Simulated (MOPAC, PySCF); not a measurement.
CH6Si3, SMILES `[SiH2]1[SiH]=[SiH]C1`, neutral singlet in the gas phase. 

Cartesian coordinates (Å):
SMILES: C1[SiH]=[SiH][SiH2]1
```xyz
10

C     -1.0863    -0.4869    -0.1341
Si     0.5460    -1.3580    -0.4746
Si     1.7891     0.2912     0.0491
Si    -0.3108     1.1711     0.4051
H     -1.7203    -0.3725    -1.0166
H     -1.6732    -0.9420     0.6672
H      0.6329    -2.7652    -0.9529
H      3.2283     0.6294     0.1227
H     -0.7331     2.3000    -0.4702
H     -0.6726     1.5327     1.8042
```
Charge 0, multiplicity 1.

All levels are single points at this geometry (PBE0-D3(BJ)/def2-TZVP); Pople sets use spherical d functions. Orbital energies aren't observables, and empty levels follow the basis.

PBE/6-31G* in PySCF gives gap (eV) = 2.79.

Q: Estimate the gap (eV) from each of these levels: PBE-D3(BJ)/def2-TZVP in PySCF; PBE0-D3(BJ)/def2-TZVP in PySCF; B3LYP/LANL2DZ in PySCF; M06-2X/6-31G* in PySCF; SVWN5/6-31G* in PySCF; HF/STO-3G in PySCF; AM1 in MOPAC; PM7 in MOPAC.

A: 
```tsv
level	gap (eV)
PBE-D3(BJ)/def2-TZVP in PySCF	2.76
PBE0-D3(BJ)/def2-TZVP in PySCF	4.28
B3LYP/LANL2DZ in PySCF	4.05
M06-2X/6-31G* in PySCF	5.76
SVWN5/6-31G* in PySCF	2.74
HF/STO-3G in PySCF	10.19
AM1 in MOPAC	6.45
PM7 in MOPAC	6.45
```
